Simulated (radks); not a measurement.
Coulomb parameter of the 4f shell of the cerium ion Ce+ in the model configuration [Xe] 4f2 5d1, as a second difference U = [E(n + 0.25) + E(n - 0.25) - 2 E(n)] / (0.25)^2 with all orbitals relaxed. "Bare": the charge of the atom changes with n. "Screened": the 5d shell takes up the change at fixed total charge, which measures U(4f,4f) + U(5d,5d) - 2 U(4f,5d). Calculated with a radial shooting solver on a logarithmic mesh with Libxc functionals: scalar-relativistic Kohn-Sham, SCAN, spin-unpolarised, spherical densities, finite nucleus; meta-GGA in the generalised Kohn-Sham scheme; Fermi nuclear charge, rms radius 4.8771 fm.

case,configuration,E - E(n) (eV)
start,[Xe] 4f2 5d1,0.000
bare +0.25,[Xe] 4f2.25 5d1,-0.713
bare -0.25,[Xe] 4f1.75 5d1,1.370
screened +0.25,[Xe] 4f2.25 5d0.75,0.530
screened -0.25,[Xe] 4f1.75 5d1.25,-0.365

U(bare) = 10.503 eV, U(screened by 5d) = 2.642 eV, against the Slater integral F0(4f,4f) = 20.055 eV with frozen orbitals.
